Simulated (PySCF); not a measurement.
C₄H₁₁BSe.
Numbering: `[CH3:1][Se:2][CH2:3][B:4]([CH3:5])[CH3:6]` (hydrogens: H7, H8, H9 on C1; H10, H11 on C3; H12, H13, H14 on C5; H15, H16, H17 on C6)

A GFN2-xTB structure was refined with PBE0-D3(BJ)/def2-SVP geometry optimisation, gas phase in PySCF. Its GFN2-xTB values:

```json
{"coordinate": "C1–Se2", "GFN2-xTB": "1.953 Å"}
{"coordinate": "C1–H7", "GFN2-xTB": "1.087 Å"}
{"coordinate": "Se2–C3", "GFN2-xTB": "1.992 Å"}
{"coordinate": "C3–B4", "GFN2-xTB": "1.576 Å"}
{"coordinate": "C3–H10", "GFN2-xTB": "1.091 Å"}
{"coordinate": "B4–C5", "GFN2-xTB": "1.574 Å"}
{"coordinate": "C5–H12", "GFN2-xTB": "1.089 Å"}
{"coordinate": "C1–Se2–C3", "GFN2-xTB": "98.8°"}
{"coordinate": "Se2–C3–B4", "GFN2-xTB": "108.6°"}
{"coordinate": "C3–B4–C5", "GFN2-xTB": "118.8°"}
{"coordinate": "C3–B4–C6", "GFN2-xTB": "120.3°"}
{"coordinate": "C5–B4–C6", "GFN2-xTB": "120.8°"}
{"coordinate": "C1–Se2–C3–B4", "GFN2-xTB": "-63°"}
{"coordinate": "Se2–C3–B4–C5", "GFN2-xTB": "-76°"}
```

Task: How do these coordinates change at the PBE0-D3(BJ)/def2-SVP level?

Result: 
```csv
coordinate,PBE0-D3(BJ)/def2-SVP (Å or °),change
C5–H12,1.106,+0.017
C1–Se2,1.939,-0.014
B4–C5,1.586,+0.012
C1–H7,1.098,+0.011
C3–B4,1.566,-0.010
Se2–C3,1.985,-0.007
C3–H10,1.097,+0.006
Se2–C3–B4,84.9,-23.7
C5–B4–C6,119.3,-1.5
C3–B4–C6,120.9,+0.6
C3–B4–C5,119.2,+0.4
C1–Se2–C3,99.1,+0.3
C1–Se2–C3–B4,-99,-36
Se2–C3–B4–C5,-91,-15
```

The energy falls by 0.206 eV over 19 energy and gradient evaluations, the largest force component goes from 0.0101 to 3.4e-04 Eh/bohr, and the atoms move by 0.591 Å rms after alignment. The bond that changes most is C5–H12 (sp3 carbon bound to boron to methyl hydrogen), which lengthens by 0.017 Å. Bonds longer at the end by more than 0.005 Å: 13 of 16; shorter: 3. Among the dihedrals that turn most is C6–B4–C5–H12, from 128° to 75°. Rotational constants go from 3405, 1349, 1147 to 3409, 1629, 1330 MHz.

The run used 157 basis functions and 126 SCF cycles in all. Hardware: one thread of an Arm Neoverse V1, shared host. Cost: 3.9 min of wall time.

No PBE0-D3(BJ)/def2-SVP frequencies stand behind this structure, so it isn't proved a minimum. One conformer, not necessarily the lowest.
